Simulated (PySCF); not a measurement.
# What a mistake does to a calculation on BGeH7NSi

These are calculations, not measurements. They come from PySCF 2.14.0, an open-source quantum chemistry program, on an isolated molecule that a program drew, which may never have been made. The molecule is BGeH7NSi (charge 0, doublet), drawn as the SMILES string `[SiH2]B[NH][GeH3]`.

Each row is a Hartree-Fock (HF) and frozen-core CCSD(T) single point in the cc-pV(D+d)Z basis, meant for a local HF minimum. Run 1 is clean. Each other run has one planted mistake out of seven kinds, and not every kind appears here: one electron removed, one electron added, multiplicity raised by two, geometry at a saddle point, minimal basis STO-3G, one bond length entered in bohr, all coordinates scaled. The reference is restricted for singlets and unrestricted otherwise, and also for a bond in bohr. Adding or removing an electron swaps singlet and doublet. Electrons count all cores. HOMO and LUMO are orbital energies over both spins, the gradient is its largest component, and the lowest frequency (negative if imaginary) is given only where the gradient is small. Bond lengths are over the 10 bonds as drawn. T1 is the CCSD diagnostic: over 0.02 (restricted) or 0.045 (unrestricted) a single reference is doubtful. Germanium has the cc-pVDZ-PP basis, with a core potential (ECP10MDF) in place of its 10 inner electrons, and its 3s, 3p and 3d shells are frozen in CCSD(T).

Geometry of the clean run:
```xyz
11
BGeH7NSi, angstrom
Si    0.4993   -2.8156    1.8192
B    -0.5647   -1.9623    0.3177
N    -0.4681   -0.5996    0.0105
Ge   -1.3198    0.3055   -1.3740
H    -0.1003   -4.0103    2.4625
H     1.0269   -1.9006    2.8668
H    -1.2671   -2.6621   -0.3662
H     0.1197   -0.0311    0.5924
H    -0.2618    0.9289   -2.2885
H    -2.1660   -0.7141   -2.1246
H    -2.1875    1.4192   -0.7818
```

```
run,electrons,basis functions,<S^2>,HOMO (eV),LUMO (eV),gradient (hartree/bohr),lowest frequency (cm^-1),mean bond (Å),longest bond (Å),T1,HF (hartree),CCSD(T) (hartree),mistake
1,65,109,0.763,-8.18,1.36,2.4e-05,45,1.5053,2.028,0.0161,-665.51858,-666.03449,no fault
2,65,109,3.762,-4.73,-1.57,4.6e-02,-,1.5053,2.028,0.0265,-665.31422,-665.82010,multiplicity raised by two
3,64,109,0.000,-15.47,-6.37,4.7e-02,-,1.5053,2.028,0.0211,-665.25126,-665.76062,one electron removed
4,65,109,0.763,-8.21,1.34,9.6e-03,-,1.5294,2.061,0.0165,-665.51609,-666.03444,?
```

**Which mistake was planted in run 4, and what did it cost?**

The mean and the longest bond both change by the same factor, 1.016, and the gradient is no longer small. So the mistake is: all coordinates scaled. Subtracting run 1 and multiplying by 627.51 kcal/mol a hartree, the energy moved by 1.6 kcal/mol in HF and 0.0 kcal/mol in CCSD(T).

Cautions from the logs. Run 3: T1 is over the limit, so its CCSD(T) energy is less reliable.
